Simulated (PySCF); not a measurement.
Mg(I)(NH2) (H2IMgN), SMILES [NH2][Mg][I]. Atoms are numbered in the order given.

```xyz
5

Mg     0.0000     0.0000    -1.5768
I      0.0000     0.0000     0.9656
N      0.0000     0.0000    -3.4514
H      0.0000    -0.8131    -4.0482
H      0.0000     0.8131    -4.0482
```
Charge 0, spin multiplicity 1.

Coordinates come from a PBE0-D3(BJ)/def2-TZVP optimisation. The def2 effective core potentials stand for the cores of I; spin–orbit coupling is left out. The values are those of a single conformer.

Calculation: PySCF 2.14.0 with TDA-CAM-B3LYP/def2-SVPD.

Vertical excitations. The molecule is in vacuum. State labels are in the subgroup C2v.

Computed excitation energies, oscillator strengths and character:
```json
[
 {"state": "S1", "symmetry": "B1", "energy (eV)": "4.32", "λ (nm)": "287", "f": "0.035", "main pairs": "HOMO→LUMO 96 %"},
 {"state": "S2", "symmetry": "B2", "energy (eV)": "5.17", "λ (nm)": "240", "f": "0.056", "main pairs": "HOMO−1→LUMO 95 %"},
 {"state": "S3", "symmetry": "B1", "energy (eV)": "5.18", "λ (nm)": "239", "f": "0.078", "main pairs": "HOMO−2→LUMO 95 %"},
 {"state": "S4", "symmetry": "A2", "energy (eV)": "5.31", "λ (nm)": "234", "f": "0.000", "main pairs": "HOMO→LUMO+1 91 %"},
 {"state": "S5", "symmetry": "A2", "energy (eV)": "6.15", "λ (nm)": "202", "f": "0.000", "main pairs": "HOMO−2→LUMO+1 88 %"},
 {"state": "S6", "symmetry": "A1", "energy (eV)": "6.18", "λ (nm)": "201", "f": "0.001", "main pairs": "HOMO→LUMO+2 61 %, HOMO−3→LUMO 25 %"},
 {"state": "S7", "symmetry": "B1", "energy (eV)": "6.20", "λ (nm)": "200", "f": "0.025", "main pairs": "HOMO→LUMO+3 71 %, HOMO→LUMO+4 15 %"},
 {"state": "S8", "symmetry": "A1", "energy (eV)": "6.24", "λ (nm)": "199", "f": "0.004", "main pairs": "HOMO−1→LUMO+1 65 %, HOMO→LUMO+2 10 %"},
 {"state": "S9", "symmetry": "A2", "energy (eV)": "6.50", "λ (nm)": "191", "f": "0.000", "main pairs": "HOMO−1→LUMO+2 84 %"},
 {"state": "S10", "symmetry": "A1", "energy (eV)": "6.55", "λ (nm)": "189", "f": "0.130", "main pairs": "HOMO−2→LUMO+2 43 %, HOMO−3→LUMO 30 %, HOMO→LUMO+2 15 %"},
 {"state": "T1", "symmetry": "B1", "energy (eV)": "3.94", "λ (nm)": "315", "f": "0", "main pairs": "HOMO→LUMO 92 %"},
 {"state": "T2", "symmetry": "B1", "energy (eV)": "4.89", "λ (nm)": "253", "f": "0", "main pairs": "HOMO−2→LUMO 91 %"},
 {"state": "T3", "symmetry": "B2", "energy (eV)": "4.89", "λ (nm)": "253", "f": "0", "main pairs": "HOMO−1→LUMO 92 %"},
 {"state": "T4", "symmetry": "A2", "energy (eV)": "5.27", "λ (nm)": "235", "f": "0", "main pairs": "HOMO→LUMO+1 90 %"}
]
```
Triplets are in the Tamm–Dancoff approximation.
